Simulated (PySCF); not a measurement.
## Worked example: refractive index and permittivity of the vapour

C2H7BFNO, SMILES COCB(N)F.

Coordinates come from a r2SCAN-D4/def2-SVP optimisation. This is a generated structure with no PubChem entry under its InChIKey; it may be hypothetical. One conformer was computed; it need not be the lowest.

PBE/def2-TZVP run with PySCF gives a mean static polarisability of 52.8 bohr³ and a dipole moment of 1.67 D. Take an ideal gas at 298.15 K and 0.1 bar, whether or not the substance is that volatile.

Question: Work out n − 1 in the optical limit and the static ε − 1.

Answer: 
Polarisability volume α' = 52.8 × 0.148185 = 7.82 Å³. Number density N = p/kT = 2.43e-6 Å⁻³.
Dilute limit of Lorentz–Lorenz: n − 1 = 2π N α' = 0.00012.
Orientation term of Debye: μ²/(3kT) = 8.098 Å³ × μ²(D²) = 22.58 Å³.
ε − 1 = 4π N (α' + μ²/3kT) = 0.00093. Orientation of the dipole supplies 74 % of the static response; it can't follow optical fields. Vibrational polarisation and dispersion are left out.
